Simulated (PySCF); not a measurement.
C₂H₇ClFNSi, SMILES CC[Si@](N)(F)Cl. Heavy atoms are numbered as in [CH3:1][CH2:2][Si@:3]([NH2:4])([F:5])[Cl:6]. Hydrogens are named by the atom that carries them.

Geometry optimised at PBE-D3(BJ)/def2-SVP. The structure was generated by enumeration; whether it is a known compound was not checked. The values are those of a single conformer.

Level of theory: PySCF with PBE/def2-TZVP.

Atomic charges (e), one atom of each kind:

```tsv
atom	IAO	Mulliken	Löwdin
C1 (CH3)	-0.42	-0.35	-0.34
C2 (CH2)	-0.58	-0.31	-0.40
Si3	1.37	0.67	-0.27
N4 (NH2)	?	-0.57	-0.24
F5	-0.52	-0.28	0.00
Cl6	?	-0.24	0.23
H on C1	0.15	0.12	0.13
H on C2	?	0.11	0.15
H on N4	?	0.23	0.17
```

Q: Fill in the missing entries. (Estimate from the structure and the level; the computed values follow.)

A: 
- N4 (NH2), IAO: -0.84
- Cl6, IAO: -0.32
- H on C2, IAO: 0.15
- H on N4, IAO: 0.28

Q: Give the Mayer and Wiberg (Löwdin basis) orders of the bonds. (The exact figures need the calculation; the answer reports its results.)

A: 
```csv
bond,Mayer,Wiberg
C1–C2,0.99,1.32
C2–Si3,1.01,1.11
Si3–N4,1.21,1.54
Si3–F5,1.15,1.66
Si3–Cl6,1.13,1.75
```
